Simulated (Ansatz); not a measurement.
A calculation with Ansatz (development build ahead of 0.2.0).

```yaml
crystal:
  periodic: [false, false, false]
  atoms:
    - { symbol: Zn, position_ang: [0.0, 0.0, 0.0] }
basis:
  gaussian: { orbitals: cc-pVTZ }
hamiltonian:
  xc: hf
```

The input is written out in the form of the current development build from the run's settings.

Results

```yaml
Converged: yes
Total_energy: -1777.84664 hartree
Spin_squared_of_the_determinant: 0.000
```
